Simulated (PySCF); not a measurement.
## Heteronuclear NMR

Atoms are numbered as in `[CH2:1]=[N:2][C:3]1=[C:4]([CH2:5][CH2:6][OH:7])[SiH2:8][SiH2:9]1`; H(Xn) means a hydrogen on atom n. Ha(C1) is cis to C3; Hb(C1) is trans to C3.

Calculated, not measured (PySCF 2.14.0 with density-fitted response routines): shielding tensors at PBE0/pcSseg-1 (GIAO), GFN2-xTB geometry. No solvent model, one conformer, relativity neglected, averaged over atoms made equivalent by symmetry, fast rotation or ring inversion.

(1) Predict the $^{29}$Si NMR data.

(2) What are the $^{15}$N shifts?

(3) What are the $^{17}$O shifts?

Answers

(1) 
```json
{"atoms": "Si9", "environment": "silicon bonded to C, Si, 2 H, in a 4-membered ring", "σ (ppm)": "394.0", "δ (ppm)": "-43.9"}
{"atoms": "Si8", "environment": "silicon bonded to C, Si, 2 H, in a 4-membered ring", "σ (ppm)": "428.1", "δ (ppm)": "-71.9"}
```

Shieldings were converted by a linear fit to measured shifts: $^{29}$Si: δ = 279.94 − 0.822σ (rms 8.9 ppm, 72 shifts, 25.8 ppm with the 6 outliers that the fit left out vs TMS, solution or neat liquid). Occasional misses reach two or three times the rms, and more in compound classes unlike the fitted ones.

On a 500 MHz spectrometer $^{29}$Si resonates near 99.3 MHz, so 1 ppm is 99.3 Hz.

(2) 
| atoms | environment | σ (ppm) | δ (ppm) |
| --- | --- | --- | --- |
| N2 | imine nitrogen | -160.5 | -0.2 |

Shieldings were converted by a linear fit to measured shifts: $^{15}$N (scatter 6.3 ppm rms vs CH3NO2, solution or neat liquid). Occasional misses reach two or three times the rms, and more in compound classes unlike the fitted ones.

On a 500 MHz spectrometer $^{15}$N resonates near 50.7 MHz, so 1 ppm is 50.7 Hz.

(3) 
```csv
atoms,environment,σ (ppm),δ (ppm)
O7,alcohol oxygen,281.5,10.3
```

Shieldings were converted by a linear fit to measured shifts: $^{17}$O: δ = 266.70 − 0.911σ (rms 10.7 ppm, 155 shifts, 12.2 ppm with the 3 outliers that the fit left out vs liquid water, solution or neat liquid). A few per cent of atoms miss by over 2 rms, more outside the fitted compound classes.

On a 600 MHz spectrometer $^{17}$O resonates near 81.3 MHz, so 1 ppm is 81.3 Hz.
